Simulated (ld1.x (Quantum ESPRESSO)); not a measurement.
## Ranking TM semilocal potentials for rhenium (Re)

All share these settings but for the change named:

Re (Z = 75), norm-conserving Troullier–Martins (semilocal form), made with ld1.x (Quantum ESPRESSO) 7.5 (LDA (PZ), scalar-relativistic). Core [Kr] 4d10 4f14 5s2, reference 5p6 5d5 6s2 6p0. Waves: 5p (bound): rc 1.80 bohr; 5d (bound): rc 2.40 bohr; 5f channel at -0.1 Ry: rc 2.00 bohr; 6s (bound): rc 2.25 bohr. Local part: the s channel. Core correction: Bessel-smoothed model core inside 0.95 bohr.

Cutoff: the first of the cutoffs (Ry, on a coarse ladder) from which the occupation-weighted sum of valence levels, in a spherical-Bessel basis at the reference potential, stays within 10 and 1 mRy of its value at 400 Ry; the density cutoff is not measured.

The base gives 40 Ry.

Of 8 variants that were run, those that failed, showed a ghost or another fault, or gave nearly equal values are left out.

A variant can come out equal or close to the base.

Task: Rank these variants from softest to hardest (loose cutoff).
A. wave 5f channel at -0.1 Ry: rc 2.00 bohr becomes 5f channel at -0.1 Ry: rc 3.04 bohr
B. wave 5p (bound): rc 1.80 bohr becomes 5p (bound): rc 1.38 bohr
C. all radii but the core radius scaled by about 1.37 (s 3.08, p 2.46, d 3.28, f 2.74 bohr)

Result: C (25 Ry), A (40 Ry), B (90 Ry).
